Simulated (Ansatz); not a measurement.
Relaxation of C2H6NSi (10 atoms, charge 0, multiplicity 2), to a largest force component of 0.03 eV/Å in at most 50 steps.

These are results of UKS PBE-D4/6-31G* in Ansatz, not measurements.

```xyz
10
Properties=species:S:1:pos:R:3:forces:R:3
H 0.196 -0.029 0.613 -0.25 0.40 -0.30
C 0.686 -0.778 1.237 0.28 -0.43 0.35
C 0.925 -1.991 0.463 0.02 -0.02 0.03
N 1.116 -2.964 -0.164 -0.01 0.01 -0.01
Si -0.998 1.570 -1.239 -0.05 0.06 -0.07
H 1.636 -0.357 1.607 0.00 -0.01 -0.01
H 0.037 -0.990 2.103 0.00 -0.01 -0.01
H -0.656 2.981 -0.868 0.01 0.03 0.02
H -0.465 1.221 -2.594 0.02 -0.02 -0.02
H -2.477 1.336 -1.158 -0.03 -0.02 0.01
```

**Question.** Where does it end, and by what steps?

**Answer.** The forces met the threshold. The force dipped under the threshold on the way, but the program's further checks kept it going. After 21 steps the energy has fallen by 0.077 eV; N4 moved furthest, 1.71 Å.

```csv
step,energy less start (eV),largest force component (eV/Å),accepted
0,0.0000,0.426,yes
1,-0.0168,0.081,yes
2,-0.0177,0.012,yes
3,-0.0180,0.019,yes
4,-0.0179,0.269,no
5,-0.0187,0.033,yes
6,-0.0194,0.118,yes
7,-0.0200,0.233,yes
8,-0.0214,0.189,yes
9,-0.0247,0.323,yes
10,-0.0255,0.690,yes
11,-0.0344,0.400,yes
12,-0.0388,0.227,yes
13,-0.0468,0.274,yes
14,-0.0533,0.519,yes
15,-0.0598,0.608,yes
16,-0.0686,0.218,yes
17,-0.0719,0.237,yes
18,-0.0745,0.191,yes
19,-0.0765,0.030,yes
20,-0.0770,0.025,yes
21,-0.0772,0.019,yes
```

```xyz
10
Properties=species:S:1:pos:R:3
H 0.550 0.191 1.708
C 0.829 -0.871 1.596
C 0.447 -1.344 0.269
N 0.136 -1.715 -0.800
Si -0.850 1.480 -1.450
H 1.918 -0.966 1.742
H 0.316 -1.456 2.378
H -1.147 2.954 -1.524
H -0.085 1.031 -2.658
H -2.114 0.698 -1.262
```

Whether the end is a true minimum wasn't checked by a vibrational analysis.

Run time: 45 s on 2 threads of Arm Neoverse V1 (shared host), peak memory 0.18 GiB.
